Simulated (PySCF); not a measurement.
C₃H₇NOSi.
Atom-mapped SMILES: `[CH3:1][CH2:2][O:3][SiH2:4][C:5]#[N:6]` (hydrogens: H7, H8, H9 on C1; H10, H11 on C2; H12, H13 on Si4)

Structure used (GFN2-xTB), in Å, numbered top down from 1:
```
atom  x, y, z in Å
C1    -2.1184    0.0705   -0.5236
C2    -0.7989   -0.4753   -0.0021
O3     0.0908    0.5881    0.2109
Si4    1.6089    0.6478    0.7445
C5     2.7437   -0.3764   -0.3448
N6     3.4204   -1.0135   -1.0149
H7    -1.9567    0.6027   -1.4573
H8    -2.5461    0.7606    0.1991
H9    -2.8154   -0.7452   -0.6937
H10   -0.3618   -1.1732   -0.7263
H11   -0.9553   -1.0151    0.9398
H12    1.7816    0.0709    2.0808
H13    1.9028    2.0588    0.5700
```

The closed-shell SCF was solved with PySCF and density fitting under several settings on one GFN2-xTB geometry (grid level 2 and gas phase unless stated).

| settings | basis functions | SCF cycles | E (Eh) | HOMO (eV) | LUMO (eV) | dipole (D) |
| --- | --- | --- | --- | --- | --- | --- |
| PBE0/pcSseg-1 | 144 | 14 | -537.5666 | -8.80 | -0.85 | 3.46 |
| PBE0/def2-SVPD | 183 | 14 | -537.3401 | -8.81 | -0.95 | 3.52 |
| KT3/cc-pVDZ, grid level 3 | 123 | 15 | -544.0381 | -7.20 | -1.54 | 3.23 |
| LDA/aug-pcSseg-1, level shift 0.1 Eh | 226 | 11 | -534.7511 | -7.38 | -2.19 | 3.61 |
| LDA/ANO-RCC-VDZP | 123 | 15 | -534.6976 | -7.29 | -2.02 | 3.43 |
| OLYP/pcSseg-1, IEF-PCM tetrahydrofuran | 144 | 15 | -537.8933 | -6.87 | -1.50 | 3.95 |
| PBE0/aug-pcSseg-1 | 226 | 14 | -537.5796 | -8.81 | -1.01 | 3.56 |
| LDA/3-21G, fitting basis def2-qzvpp-jkfit, start guess huckel | 72 | 16 | -531.8643 | -6.62 | -1.48 | 3.01 |

Problem. Estimate the rows for these settings: (1) B97-2/pcSseg-1; (2) KT2/pcSseg-1.

Solution. 
```json
{"settings": "B97-2/pcSseg-1", "basis functions": "144", "SCF cycles": "14", "E (Eh)": "-537.9024", "HOMO (eV)": "-8.54", "LUMO (eV)": "-0.86", "dipole (D)": "3.45"}
{"settings": "KT2/pcSseg-1", "basis functions": "144", "SCF cycles": "16", "E (Eh)": "-544.5427", "HOMO (eV)": "-7.37", "LUMO (eV)": "-1.86", "dipole (D)": "3.41"}
```

Problem. Over all rows, what range does the HOMO–LUMO gap span?

Solution. From 5.14 eV (LDA/3-21G, fitting basis def2-qzvpp-jkfit, start guess huckel) to 7.95 eV (PBE0/pcSseg-1). The functional of the narrowest has no exact exchange, that of the widest 25 % exact exchange.

Problem. Compare two rows with the functional PBE0: PBE0/aug-pcSseg-1 and PBE0/pcSseg-1. Which energy is lower, and by how much?

Solution. PBE0/aug-pcSseg-1 (226 functions) lies 0.0130 Eh or 8.2 kcal/mol below PBE0/pcSseg-1 (144 functions).

Cycle counts include a coarse-grid stage where the run had one. KT2 and KT3 were designed for NMR shieldings or shifts; total energies of different functionals aren't comparable. ANO-RCC sets were contracted for a scalar-relativistic Hamiltonian, but ran non-relativistically here. The species at its GFN2-xTB geometry (one conformer only).
